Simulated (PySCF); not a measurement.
Al(F)2(vinyl) (C₂H₃AlF₂), SMILES C=[CH][Al]([F])[F]. Atoms are numbered in the order given.

```xyz
8

Al     0.0365     0.4810     0.0000
F      0.9715     1.8506     0.0000
F     -1.6103     0.6896     0.0000
C      0.7622    -1.2966     0.0000
C     -0.0537    -2.3656     0.0000
H      1.8444    -1.4818     0.0000
H      0.3260    -3.3954     0.0000
H     -1.1455    -2.2643     0.0000
```
Charge 0, spin multiplicity 1.

The structure is a stationary point at B3LYP-D3(BJ)/def2-SVP. The values are those of a single conformer.

All values below come from PBE0/pcSseg-1 run with PySCF.

GIAO shieldings, no solvent; atoms listed in one row are averaged. δ = σ(ref) − σ: ¹⁹F against CFCl3 (σ = 167.2 ppm); ¹³C against TMS (σ = 186.3 ppm); ¹H against TMS (σ = 31.56 ppm), references at their B3LYP-D3(BJ)/def2-TZVP geometries, non-relativistic.

```csv
nucleus,atoms,count,δ (ppm)
¹⁹F,F2,1,-172.6
¹⁹F,F3,1,-183.6
¹³C,C5,1,164.1
¹³C,C4,1,136.1
¹H,H7,1,7.35
¹H,H8,1,7.16
¹H,H6,1,6.38
```
